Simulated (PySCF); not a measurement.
**Ti (titanium, neutral) across methods**

[Ar] 3d4, high-spin 5D determinant (an excited configuration). All numbers are calculated (PySCF 2.14, no relativity, point nucleus, in aug-cc-pVTZ).

| method | E (hartree) | mean ε 3p α (eV) | mean ε 3p β (eV) | mean ε 3d α (eV) | Σ⟨r²⟩ (bohr²) | ⟨S²⟩ |
| --- | --- | --- | --- | --- | --- | --- |
| LDA | -847.226 | -34.132 | -31.813 | -1.420 | 43.04 | 6.000 |
| PBE0 | -849.066 | -37.059 | -33.814 | -2.093 | 41.28 | 6.000 |
| PBE | -849.045 | -34.219 | -31.791 | -1.338 | 44.18 | 6.000 |
| r2SCANh | -849.221 | -36.327 | -33.014 | -1.597 | 42.20 | 6.001 |
| UHF | -848.25334 | -45.426 | -39.435 | -4.500 | 37.84 | 6.002 |
| wB97M-V | -849.205 | -39.349 | -36.341 | -4.160 | 40.78 | 6.000 |
| B97-3 | -849.143 | -37.187 | -34.056 | -2.021 | 41.32 | 6.000 |
| r2SCAN | -849.230 | -35.338 | -32.271 | -1.276 | 43.34 | 6.001 |

Task: Estimate the same row for CAM-B3LYP.

Result: E (hartree) = -849.289; mean ε 3p α (eV) = -38.105; mean ε 3p β (eV) = -35.013; mean ε 3d α (eV) = -3.136; Σ⟨r²⟩ (bohr²) = 40.01; ⟨S²⟩ = 6.000.
